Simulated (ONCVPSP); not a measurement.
**What one change does to a pseudopotential (Al (Z = 13), ONCV)**

Al, optimised norm-conserving Vanderbilt (ONCV), made with ONCVPSP 4.0.1 (PBE, scalar-relativistic). Core [Ne], reference 3s1.75 3p1.25. Waves: 3s: rc 2.20 bohr, ncon 4, nbas 8, qcut 3.1 1/bohr, 2 projectors, debl 0.7 Ha; 3p: rc 2.05 bohr, ncon 5, nbas 9, qcut 3.7 1/bohr, 2 projectors, debl 0.4 Ha; d scattering state at 0.46 Ha: rc 2.05 bohr, ncon 4, nbas 8, qcut 4.5 1/bohr, 2 projectors, debl 1.6 Ha. Local part: polynomial inside 1.60 bohr (lpopt 4, dvloc0 4 Ha). Core correction: none.

Change: local potential polynomial inside 1.30 bohr (lpopt 5, dvloc0 2 Ha).

Cutoffs: the cutoffs (Ha) at which the residual kinetic energy of the hardest occupied pseudo-wave falls to 1 and 0.1 mHa per electron; they do not see the model core or the augmentation charge, which bear on the density cutoff. Errors are all-electron minus pseudo energies relative to the spin-unpolarised reference configuration.

Problem. How do hardness, ghosts and transferability respond?

Solution. The potential gets neither clearly harder nor softer (4.9 Ha and 26 Ha → 4.9 Ha and 26 Ha); the bound ghost in p disappears; the errors of the 4 common tests hardly move; the range in which the d phases agree widens (upper end 3.5 → at the end of the scan). In the separable form a ghost depends on how the local part lies against the semilocal potential of the channel, so the choice of the local part can create or remove one.

| quantity | base | changed |
| --- | --- | --- |
| cutoff, loose | 4.9 Ha | 4.9 Ha |
| cutoff, tight | 26 Ha | 26 Ha |
| bound ghosts | p | none |
| GHOST(+) flags under 300 eV | none | s at 105.5 eV |
| error for 3s2 3p1, meV [ΔE -1.27 eV] | +0.3 | +0.3 |
| error for 3s2 3p0, meV [ΔE 4.49 eV] | -2.8 | -2.8 |
| error for 3s1 3p0, meV [ΔE 23.72 eV] | +8.2 | +8.2 |
| error for 3s2 3p0.5, meV [ΔE 0.82 eV] | -0.2 | -0.2 |
| s: phases at 2.24 bohr within 0.05 rad from the reference energy up to (Ha; the scan ends near 5) | 2.4 | 2.2 |
| p: phases at 2.08 bohr within 0.05 rad from the reference energy up to (Ha; the scan ends near 5) | 3.2 | 2.3 |
| d: phases at 2.08 bohr within 0.05 rad from the reference energy up to (Ha; the scan ends near 5) | 3.5 | to the end of the scan |

Base: The cutoffs count occupied waves only; projector 2 of the d channel, the hardest unoccupied one, needs 19 Ha at the loose tolerance. Changed file: The cutoffs count occupied waves only; projector 2 of the d channel, the hardest unoccupied one, needs 19 Ha at the loose tolerance. A true bound ghost makes a file unfit for plane-wave use even where its test errors are small: the radial tests pick states by their node count and pass the ghost by.
